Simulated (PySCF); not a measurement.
Gas-phase reaction: 3 Ga₂H₆ + 4 C₃H₆ (cyclic) ⇌ 6 GaH(CH₃)₂

Computed with PySCF and rigid-rotor harmonic-oscillator thermochemistry at 1 bar. † marks an energy on the PBE0/def2-TZVP geometry and frequencies; other levels use their own. MP2 and CCSD(T) freeze the core. 6-31G* has spherical d functions here. All species are closed-shell singlets. B3LYP is the form with VWN-RPA correlation. Ga: all electrons, no relativistic terms. Methyl groups turn as free rotors in GaH(CH₃)₂. Ga₂H₆, GaH(CH₃)₂: computed as isolated molecules; such fragments, hydroxides, amides, oligomers or adducts are transient or little studied in the gas. MP2 isn't extrapolated to the basis-set limit; its ΔH°(298 K) is -466.1 kJ in def2-SVP and -549.1 kJ in def2-TZVPP. CCSD(T) isn't extrapolated to the basis-set limit; its ΔH°(298 K) is -425.4 kJ in def2-SVP and -517.6 kJ in def2-TZVPP. The harmonic model lacks anharmonicity and excited electronic states, which grow with temperature; levels with a mode under 35 cm⁻¹ are left out.

```
level              ΔE electronic, kJ  ΔH°(298 K), kJ  ΔS°(298 K), J/K  ΔG°(2500 K), kJ
-----------------  -----------------  --------------  ---------------  ---------------
B3LYP/6-31G*                    -569            -522               74             -629
BLYP/def2-TZVP†                 -567            -536               80             -684
CCSD(T)/def2-SVP†               -457            -425               80             -574
HF/def2-TZVP†                   -544            -513               80             -661
M06-2X/def2-TZVP†               -530            -499               80             -647
MP2/def2-SVP†                   -497            -466               80             -614
MP2/def2-TZVPP†                 -580            -549               80             -697
PBE/def2-TZVP†                  -503            -472               80             -620
PBE0/def2-SVP†                  -455            -424               80             -572
PBE0/def2-TZVP                  -503            -472               80             -620
r2SCAN/def2-TZVP†               -503            -472               80             -620
```
ΔH° is lowest at MP2/def2-TZVPP† and highest at PBE0/def2-SVP†. No reference value is set beside these.
